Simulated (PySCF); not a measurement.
H₄N₂Zn (SMILES [NH2][Zn][NH2]), singlet, geometry from GFN2-xTB (such geometries of metal compounds can be far from the true shape). Base run: CAMB3LYP/6-31G, TDA (PySCF).

Here is a job for PySCF.
```python
from pyscf import gto, scf, dft, tdscf

mol = gto.M(
    atom='''
Zn    0.006582    0.146942    0.063914
N     1.151653    0.235476   -1.365862
H     1.938844   -0.397383   -1.318310
H     1.519156    1.119459   -1.685020
N    -1.188519   -0.770571    1.111702
H    -2.137879   -0.829503    0.769422
H    -1.259519   -0.555170    2.095613
''',
    basis='6-31g',
    charge=0,
    spin=0,
    verbose=4,
)

mf = dft.RKS(mol)
mf.xc = 'camb3lyp'
mf.kernel()
td = mf.TDA()
td.nstates = 5
td.kernel()
td.analyze()
```

Each row names what was changed in the base input (with any setting that the change needs).

| change | first excitation (eV) | oscillator strength of the first | second (eV) | core-seconds (rough) |
|---|---|---|---|---|
| base | 4.78 | 0.065 | 4.94 | 50 |
| nstates = 15 | 4.78 | 0.065 | 4.94 | 60 |
| functional = blyp | 3.99 | 0.050 | 4.16 | 10 |
| functional = hf | 5.84 | 0.097 | 5.96 | 4 |
| response = full linear response | 4.73 | 0.060 | 4.86 | 100 |
| functional = lc_wpbe | 5.30 | 0.073 | 5.41 | 50 |
| guess vectors = 13 for 5 states | 4.78 | 0.065 | 4.94 | 40 |
| functional = wb97x | 4.99 | 0.074 | 5.11 | 60 |
| nstates = 2 | 4.78 | 0.065 | 4.94 | 40 |
| functional = bhandhlyp | 5.00 | 0.077 | 5.15 | 20 |
| conv_tol = 1e-3 | 4.78 | 0.065 | 4.94 | 40 |

An iterative solver can miss low states, so a row lists the states that it found.
